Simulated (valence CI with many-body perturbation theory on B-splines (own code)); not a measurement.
**F³⁺ in brief**

Level of theory: valence CI with perturbative core correlation (CI+MBPT): four valence electrons over a frozen Dirac-Fock core [He], radial functions for each j: 11 s, 11 p, 9 d, 7 f, 5 g, 2 h, 1 i, with the one-electron correlation potential Σ1, the two-electron term Σ2, the three-electron term Σ3, Breit, model QED; selected CI, second order for the rest, scaled by the run's own slope (own B-spline code, finite nucleus).

Set against measurement, 35 paired levels are off by 93 cm⁻¹ on average, the worst by 255. These come from a selection out of Moore, Atomic Energy Levels, vol. I, NSRDS-NBS 35 (1971 reprint of NBS Circular 467, 1949), an old analysis. Levels without a partner in it may be off by more. Among the levels kept, up to 350 cm⁻¹ of a level comes from second order outside the variational space, and about a tenth of that is noise between levels of different J, which matters for small intervals.

Rates and lifetimes use the calculated energies. Strong lines usually hold to 10 to 20 %, long lifetimes can be off by a factor of two.

Task: What is the ground level?

Result: 2s2 2p2 3P_0, composition 97 % 2s2 2p2 3P.

Task: How is the term 3P of the ground level split?

Result: J = 0 at 0.000, J = 1 at 0.028, J = 2 at 0.076 eV.

Task: What is the ionisation energy?

Result: 87.163 eV; NIST lists 87.175 ± 0.017 eV (semi-empirical).

Task: How well does LS coupling describe the low levels?

Result: Among the lowest 20 levels the leading LS term, summed over configurations, holds 100 % on average. For single configurations the figures are 97 % in LS and 69 % in jj coupling. Terms hardly mix: every one of these levels is at least 95 % one term.

Task: Name the longest-lived excited levels whose lifetime is computed, and their main decay.

Result: 2s2 2p2 3P_1 at 0.028 eV lives 4740 s, mostly by M1 to 2s2 2p2 3P_0; 2s2 2p2 3P_2 at 0.076 eV lives 1280 s, mostly by M1 to 2s2 2p2 3P_1; 2s2 2p2 1D_2 at 3.140 eV lives 7.52 s, mostly by M1 to 2s2 2p2 3P_2.
